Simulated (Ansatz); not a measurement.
The same path of CH6N2Si + H2O (13 atoms, charge 0, multiplicity 1) was run twice with different band settings. Lost on the way: H1–N2, H6–O7. Made: H1–O7, N5–H6.

Method: UKS PBE-D4/6-31G* (Ansatz).

Relaxed end points:

```xyz
13
Properties=species:S:1:pos:R:3
H 0.407 1.100 1.370
N 0.113 0.118 1.192
C -0.085 -0.217 -0.117
Si -0.889 -1.918 -0.488
N 0.281 0.621 -1.053
H 0.750 2.189 -0.237
O 0.977 2.718 0.589
H -0.319 -0.423 1.934
H -0.810 -2.836 0.698
H -0.176 -2.531 -1.654
H -2.330 -1.723 -0.853
H 0.126 0.243 -1.994
H 1.953 2.659 0.613
```

```xyz
13
Properties=species:S:1:pos:R:3
H 0.585 1.875 1.240
N 0.031 0.136 1.245
C -0.089 -0.247 -0.001
Si -0.888 -1.913 -0.511
N 0.364 0.573 -0.995
H 0.640 1.532 -0.700
O 0.947 2.684 0.761
H -0.296 -0.582 1.901
H -0.719 -2.870 0.629
H -0.255 -2.474 -1.752
H -2.352 -1.718 -0.773
H 0.123 0.392 -1.964
H 1.909 2.613 0.921
```

Common settings: movable images 7; climbing image yes; spring 5.0 eV/Å²; optimiser quadratic models (default); start path through a guess of the saddle point; iteration limit 60; end points relaxed.

| run | force threshold |
| --- | --- |
| 1 | 0.05 eV/Å |
| 2 | 0.5 eV/Å |

(1) What does each run give, and how far can it be trusted?

## Answers

(1) Run 1: converged after 7 iterations, highest image 0.505 eV above the first end. A vibrational analysis at the climbing image gives one clearly imaginary mode, 1377i cm⁻¹: a first-order saddle point.
Run 2: converged after 4 iterations, highest image 0.512 eV above the first end. The threshold of 0.5 eV/Å is loose, so the images may lie well off the minimum-energy path. The order of the stationary point at the top wasn't checked.
The orbitals were unrestricted but ended closed-shell.
